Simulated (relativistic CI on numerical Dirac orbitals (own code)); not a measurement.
Sm4+: computed level list

These numbers are calculated, not measured: Dirac-Coulomb-Breit CI, orbitals from a KLI potential per configuration, model QED (radiative potential, 1s self-energy scaled to tabulated hydrogen-like ionisation energies), valence Slater integrals scaled by 0.85 (own radial code, finite nucleus).

Configurations in the expansion (outside the closed core [Xe]): 4f⁴.

The lowest level is 4f⁴ ⁵I4, with 97 % of that term; Hund's rules for 4f⁴ give ⁵I with J = 4, in agreement.

| No. | Configuration | Term | J | E (cm⁻¹) | % | Landé g | Lifetime (s) | jj configuration (%) |
| --- | --- | --- | --- | --- | --- | --- | --- | --- |
| 1 | 4f⁴ | ⁵I | 4 | 0.0 | 97 | 0.605 |  | 4f5/2^3 4f7/2 (40) |
| 2 | 4f⁴ | ⁵I | 5 | 1857.9 | 98 | 0.901 | 2.58e+00 | 4f5/2^3 4f7/2 (63) |
| 3 | 4f⁴ | ⁵I | 6 | 3858.3 | 99 | 1.069 | 1.64e+00 | 4f5/2^2 4f7/2^2 (72) |
| 4 | 4f⁴ | ⁵I | 7 | 5936.1 | 97 | 1.174 | 1.68e+00 | 4f5/2 4f7/2^3 (47) |
| 5 | 4f⁴ | ⁵I | 8 | 8047.9 | 95 | 1.243 | 2.69e+00 | 4f5/2 4f7/2^3 (44) |
| 6 | 4f⁴ | ⁵F | 1 | 15512.4 | 94 | 0.030 |  | 4f5/2^3 4f7/2 (72) |
| 7 | 4f⁴ | ⁵F | 2 | 16026.7 | 91 | 1.010 | 1.22e+02 | 4f5/2^2 4f7/2^2 (51) |
| 8 | 4f⁴ | ⁵F | 3 | 17113.3 | 94 | 1.238 | 1.17e+01 | 4f5/2^3 4f7/2 (52) |
| 9 | 4f⁴ | ⁵S | 2 | 18008.1 | 92 | 1.951 | 5.62e+01 | 4f5/2^2 4f7/2^2 (48) |
| 10 | 4f⁴ | ⁵F | 4 | 18162.7 | 82 | 1.292 | 1.41e+00 | 4f5/2^2 4f7/2^2 (41) |
| 11 | 4f⁴ | ³K | 6 | 18638.1 | 98 | 0.860 | 2.55e-01 | 4f5/2^2 4f7/2^2 (49) |
| 12 | 4f⁴ | ⁵F | 5 | 19874.0 | 88 | 1.372 | 2.69e+00 | 4f5/2^2 4f7/2^2 (46) |
| 13 | 4f⁴ | ³K | 7 | 20172.8 | 80 | 0.997 | 1.75e-01 | 4f5/2^3 4f7/2 (51) |
| 14 | 4f⁴ | ³H | 4 | 21046.2 | 54 | 0.952 | 1.14e-01 | 4f5/2^4 (42) |
| 15 | 4f⁴ | ³K | 8 | 21996.9 | 66 | 1.090 | 1.61e-01 | 4f5/2^3 4f7/2 (50) |
| 16 | 4f⁴ | ⁵G | 2 | 22402.7 | 90 | 0.370 | 3.16e+00 | 4f5/2^3 4f7/2 (43) |
| 17 | 4f⁴ | ⁵G | 3 | 22514.7 | 57 | 0.863 | 1.39e+00 | 4f5/2^3 4f7/2 (87) |
| 18 | 4f⁴ | ³H | 5 | 24028.7 | 60 | 1.120 | 1.38e-01 | 4f5/2^2 4f7/2^2 (40) |
| 19 | 4f⁴ | ⁵G | 4 | 25102.1 | 72 | 1.071 | 2.35e-01 | 4f5/2^2 4f7/2^2 (72) |
| 20 | 4f⁴ | ³G | 3 | 25828.0 | 58 | 0.827 | 4.43e-01 | 4f5/2^2 4f7/2^2 (70) |
| 21 | 4f⁴ | ³L | 7 | 26390.0 | 82 | 0.900 | 2.43e-01 | 4f5/2^2 4f7/2^2 (49) |
| 22 | 4f⁴ | ³D | 2 | 26691.3 | 58 | 1.204 | 1.96e-01 | 4f5/2^2 4f7/2^2 (37) |
| 23 | 4f⁴ | ⁵G | 5 | 27314.0 | 73 | 1.204 | 3.03e-01 | 4f5/2 4f7/2^3 (48) |
| 24 | 4f⁴ | ³H | 6 | 27608.5 | 62 | 1.222 | 2.12e-01 | 4f5/2 4f7/2^3 (55) |
| 25 | 4f⁴ | ³L | 8 | 27719.7 | 62 | 1.011 | 4.41e-01 | 4f5/2^2 4f7/2^2 (61) |
| 26 | 4f⁴ | ³D | 1 | 28015.7 | 48 | 0.953 | 2.24e-01 | 4f5/2^2 4f7/2^2 (65) |
| 27 | 4f⁴ | ³M | 8 | 28777.3 | 46 | 0.955 | 3.44e-01 | 4f5/2^2 4f7/2^2 (68) |
| 28 | 4f⁴ | ³L | 9 | 28813.5 | 75 | 1.085 | 5.77e-01 | 4f5/2^2 4f7/2^2 (74) |
| 29 | 4f⁴ | ³G | 4 | 29228.1 | 57 | 1.048 | 1.46e-01 | 4f5/2 4f7/2^3 (76) |
| 30 | 4f⁴ | ⁵G | 6 | 29556.3 | 62 | 1.267 | 4.69e-01 | 4f5/2 4f7/2^3 (45) |
| 31 | 4f⁴ | ³D | 3 | 29975.4 | 85 | 1.304 | 3.52e-01 | 4f5/2^2 4f7/2^2 (61) |
| 32 | 4f⁴ | ³P | 0 | 29994.4 | 100 |  | 2.21e+00 | 4f5/2^2 4f7/2^2 (90) |
| 33 | 4f⁴ | ¹D | 2 | 30558.9 | 42 | 1.092 | 2.39e-01 | 4f5/2^3 4f7/2 (49) |
| 34 | 4f⁴ | ³F | 4 | 31966.7 | 70 | 1.197 | 3.00e-01 | 4f5/2^2 4f7/2^2 (72) |
| 35 | 4f⁴ | ³G | 5 | 32127.7 | 66 | 1.165 | 1.88e-01 | 4f7/2^4 (48) |
| 36 | 4f⁴ | ³P | 1 | 32718.5 | 53 | 1.017 | 1.68e-01 | 4f5/2 4f7/2^3 (86) |
| 37 | 4f⁴ | ³M | 9 | 33253.1 | 75 | 1.035 | 5.44e-01 | 4f5/2 4f7/2^3 (74) |
| 38 | 4f⁴ | ³I | 5 | 33322.3 | 86 | 0.872 | 2.38e-01 | 4f5/2^2 4f7/2^2 (41) |
| 39 | 4f⁴ | ³M | 10 | 33931.7 | 98 | 1.098 | 1.23e+00 | 4f5/2 4f7/2^3 (59) |
| 40 | 4f⁴ | ³F | 2 | 33999.3 | 50 | 1.045 | 1.88e-01 | 4f5/2 4f7/2^3 (61) |
| 41 | 4f⁴ | ³F | 3 | 34667.8 | 85 | 1.109 | 1.95e-01 | 4f5/2 4f7/2^3 (68) |
| 42 | 4f⁴ | ³I | 6 | 34676.6 | 92 | 1.029 | 2.36e-01 | 4f5/2^2 4f7/2^2 (52) |
| 43 | 4f⁴ | ¹L | 8 | 34768.4 | 52 | 0.974 | 1.48e-01 | 4f5/2 4f7/2^3 (50) |
| 44 | 4f⁴ | ³I | 7 | 35206.0 | 93 | 1.133 | 2.58e-01 | 4f5/2^2 4f7/2^2 (50) |
| 45 | 4f⁴ | ³F | 2 | 35461.9 | 82 | 0.691 | 8.46e-02 | 4f5/2^2 4f7/2^2 (61) |

Energies count from the lowest computed level; lifetimes are radiative, by E1, M1, E2, M2 decay to levels of this space only; some are left blank where a channel outside the calculation adds to the decay or the decay crosses a small, uncertain gap. Filled j subshells are mostly left out of the jj labels.

The mean weight of the leading LS term, summed over parents, in these 45 levels is 76 %, and that of the leading jj configuration (from the same eigenvectors) 57 %, so LS coupling describes them better.

One configuration and one scale for all Slater integrals: terms of lower spin can come out thousands of cm⁻¹ low, and their order can be wrong.

Landé's interval rule says that E(J) − E(J−1) = AJ with one A. For the ground term the intervals give A = 371.6, 333.4, 296.8, 264.0 cm⁻¹ for J = 5, 6, 7, 8; the multiplet is regular.

LS names give the leading component of a level, which can be under half, so a name can repeat, a term be missing and a line seem to break the LS rules.
